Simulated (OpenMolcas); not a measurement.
**Rh3+ in a point-charge field**

Rh3+ among 6 point charges of -1.7 e arranged as a trigonal antiprism (D3d), 1.73 Å from the ion, with a polar angle of 64.6° against the regular 54.74°. The active orbitals were held to one l.

```yaml
Program: OpenMolcas
Method: CASSCF
Basis: ANO-RCC-VTZP [7s6p4d2f1g]
Scalar_Hamiltonian: DKH2, point nucleus
Active_space: 6 electrons in 5 orbitals (4d)
State_averaging: 2S+1 = 5 even, 5 roots; 2S+1 = 3 even, 45 roots; 2S+1 = 1 even, 50 roots
Spin-orbit_coupling: state interaction with AMFI integrals over the reference wave functions
```

The lowest spin-free states (labels of D3, the rotations of D3d), above the lowest:

```json
{"State": "5A1", "Degeneracy": "1", "E (cm-1)": "0.0", "Free-ion L (%)": "D (100)"}
{"State": "5E", "Degeneracy": "2", "E (cm-1)": "5781", "Free-ion L (%)": "D (100)"}
{"State": "1A1", "Degeneracy": "1", "E (cm-1)": "9325", "Free-ion L (%)": "G (47)"}
{"State": "3A2", "Degeneracy": "1", "E (cm-1)": "10351", "Free-ion L (%)": "H (35)"}
{"State": "3E", "Degeneracy": "2", "E (cm-1)": "11911", "Free-ion L (%)": "H (40)"}
{"State": "3E", "Degeneracy": "2", "E (cm-1)": "13978", "Free-ion L (%)": "H (42)"}
{"State": "3A1", "Degeneracy": "1", "E (cm-1)": "15995", "Free-ion L (%)": "G (59)"}
{"State": "1A2", "Degeneracy": "1", "E (cm-1)": "18984", "Free-ion L (%)": "I (67)"}
{"State": "1E", "Degeneracy": "2", "E (cm-1)": "21497", "Free-ion L (%)": "G (52)"}
{"State": "3E", "Degeneracy": "2", "E (cm-1)": "22377", "Free-ion L (%)": "H (53)"}
{"State": "3A1", "Degeneracy": "1", "E (cm-1)": "22737", "Free-ion L (%)": "H (51)"}
{"State": "5E", "Degeneracy": "2", "E (cm-1)": "24132", "Free-ion L (%)": "D (100)"}
{"State": "3E", "Degeneracy": "2", "E (cm-1)": "25597", "Free-ion L (%)": "G (41)"}
{"State": "3E", "Degeneracy": "2", "E (cm-1)": "26525", "Free-ion L (%)": "H (58)"}
{"State": "1E", "Degeneracy": "2", "E (cm-1)": "27113", "Free-ion L (%)": "I (50)"}
{"State": "3A2", "Degeneracy": "1", "E (cm-1)": "27130", "Free-ion L (%)": "H (52)"}
{"State": "1A1", "Degeneracy": "1", "E (cm-1)": "28592", "Free-ion L (%)": "I (67)"}
{"State": "3E", "Degeneracy": "2", "E (cm-1)": "28774", "Free-ion L (%)": "H (39)"}
{"State": "3A2", "Degeneracy": "1", "E (cm-1)": "29330", "Free-ion L (%)": "G (47)"}
{"State": "3A1", "Degeneracy": "1", "E (cm-1)": "31683", "Free-ion L (%)": "F (70)"}
```

The lowest levels with spin-orbit coupling:

```tsv
E (cm-1)	Degeneracy	Label	2S+1	g
0.0	1	A1	5	
98.3	2	E	5	0.00 0.00 3.96
349.1	2	E	5	0.00 0.00 7.93
5521	1	A1	5	
5585	1	A2	5	
5833	2	E	5	0.00 0.00 4.67
6150	2	E	5	0.00 0.00 0.81
6377	1	A2	5	
6402	1	A1	5	
6473	2	E	5	0.00 0.00 7.09
8200	1	A1	1 (63 %)	
10676	2	E	3	0.00 0.00 2.43
10964	1	A1	3	
11891	2	E	3	0.00 0.00 1.02
12517	1	A2	3	
12766	2	E	3	0.00 0.00 1.38
13789	1	A1	3 (77 %)	
14380	1	A2	3	
14603	2	E	3	0.00 0.00 0.10
14871	2	E	3	0.00 0.00 3.75
```

Powder χT (cm3 K/mol): 0.107 at 2 K, 0.533 at 10 K, 2.33 at 50 K, 3.09 at 100 K, 3.45 at 200 K, 3.54 at 300 K. The effective moment at 300 K is 2.828 √(χT) = 5.32 μB.

The lowest level has 2S+1 = 5, for which the spin-only value is χT = S(S+1) / 2 = 3.000 cm3 K/mol (g = 2). The computed 3.543 at 300 K differs by +0.543, through orbital momentum, spin-orbit coupling and any other state in reach.

Without dynamic correlation the repulsion within the d shell is too large (B by tens of per cent), so at a given field states of lower spin stand too high. This shell can be high or low spin here, a state of another spin lies low, and with metal d orbitals alone active their balance is uncertain, so the ground spin may be wrong. Point charges give a weaker field than real ligands, and real ions of this kind are as a rule low spin; the high spin found here belongs to the model. Point charges carry no covalency, so the field is a model and not that of real ligands. No measured value stands beside these numbers.

The RASSCF and RASSI steps took 20 s on 1 thread of Arm Neoverse V2, with other jobs on the host; the integral step is not counted.

With an even number of electrons the g values are those of a degenerate or nearly degenerate non-Kramers pair.
